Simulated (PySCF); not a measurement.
C₆ coefficients of unlike pairs at PBE

Calculated with PySCF 2.14 from the dipole response of each species, C₆(A,B) = (3/π) ∫ α_A(iu) α_B(iu) du, in atomic units, from isotropic polarisabilities. For ions this is the dispersion term alone; charge-induced terms of lower order in 1/R come first.

```json
{"species": "Sb", "configuration": "[Kr] 4d10 5s2 5p3 (4S)", "basis": "aug-cc-pwCVTZ-DK3 with one added diffuse shell each of s, p, d, f type (11s10p8d5f1g)", "relativity": "spin-free X2C", "α (bohr³)": "47.96", "C₆ (like pair)": "530.4"}
{"species": "F+", "configuration": "[He] 2s2 2p4 (3P)", "basis": "aug-cc-pVDZ (4s3p2d)", "relativity": "none", "α (bohr³)": "1.761", "C₆ (like pair)": "3.325"}
{"species": "Xe(2+)", "configuration": "[Kr] 4d10 5s2 5p4 (3P)", "basis": "aug-cc-pVTZ-PP with one added diffuse shell each of d, f type with ECP28MDF (6s5p5d3f)", "relativity": "core potential", "α (bohr³)": "12.88", "C₆ (like pair)": "89.45"}
{"species": "Pd(3+)", "configuration": "[Kr] 4d7 (4F)", "basis": "aug-cc-pVDZ-PP with ECP28MDF (5s5p4d2f)", "relativity": "core potential", "α (bohr³)": "4.370", "C₆ (like pair)": "19.95"}
```

Q: Estimate C₆ for Pd(3+) with Xe(2+).

A: The integral gives 40.01. The combination rule 2 C_A C_B / (C_A α_B/α_A + C_B α_A/α_B) gives 40.03 and the geometric mean 42.25.

No spin-orbit coupling is included.

The other pairs:

```
      pair     C₆
Xe(2+), F+  16.31
Xe(2+), Sb  204.8
Pd(3+), Sb  83.94
    F+, Sb  34.11
Pd(3+), F+  8.145
```
